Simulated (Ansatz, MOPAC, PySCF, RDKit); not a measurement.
Internal rotation in B2F4, SMILES FB(F)B(F)F, singlet. Scanned: dihedral F1–B2–B4–F5; all other coordinates were relaxed at B3LYP-D3(BJ)/def2-SVP. Points at φ and −φ are mirror images. Heavy atoms are numbered in the order of the SMILES FB(F)B(F)F, hydrogens after them in the order of the atoms that carry them; the mirror image has the same energies with the sign of each dihedral reversed.

RKS-B3LYP/6-31G* = restricted B3LYP/6-31G*, spherical d // B3LYP-D3(BJ)/def2-SVP run with PySCF; PM7, restricted, heats of formation // B3LYP-D3(BJ)/def2-SVP (MOPAC); UFF // B3LYP-D3(BJ)/def2-SVP (RDKit); CCSD(T)/cc-pVTZ = CCSD(T) on RHF/cc-pVTZ, frozen core // B3LYP-D3(BJ)/def2-SVP run with Ansatz (an electronic-structure program).

Energies relative to the lowest point of each profile, in kcal/mol; the last columns give the difference from CCSD(T):

```csv
φ / °,RKS-B3LYP/6-31G*,PM7,UFF,CCSD(T)/cc-pVTZ,RKS-B3LYP/6-31G* − CCSD(T)/cc-pVTZ,PM7 − CCSD(T)/cc-pVTZ,UFF − CCSD(T)/cc-pVTZ
-165,0.0,1.6,0.0,0.0,0.0,1.6,0.0
-135,0.1,0.8,4.0,0.2,-0.1,0.7,3.8
-105,0.1,0.0,8.1,0.3,-0.2,-0.3,7.7
-75,0.1,0.0,8.1,0.3,-0.2,-0.3,7.7
-45,0.1,0.8,4.0,0.2,-0.1,0.7,3.8
-15,0.0,1.6,0.0,0.0,0.0,1.6,0.0
15,0.0,1.6,0.0,0.0,0.0,1.6,0.0
45,0.1,0.8,4.0,0.2,-0.1,0.7,3.8
75,0.1,0.0,8.1,0.3,-0.2,-0.3,7.7
105,0.1,0.0,8.1,0.3,-0.2,-0.3,7.7
135,0.1,0.8,4.0,0.2,-0.1,0.7,3.8
165,0.0,1.6,0.0,0.0,0.0,1.6,0.0
```

RKS-B3LYP/6-31G* is furthest from CCSD(T)/cc-pVTZ at -75 (-0.2 kcal/mol, below); its mean absolute difference over the points is 0.1 kcal/mol.

PM7 is furthest from CCSD(T)/cc-pVTZ at -15 (1.6 kcal/mol, above); its mean absolute difference over the points is 0.9 kcal/mol.

UFF is furthest from CCSD(T)/cc-pVTZ at -75 (7.7 kcal/mol, above); its mean absolute difference over the points is 3.8 kcal/mol.
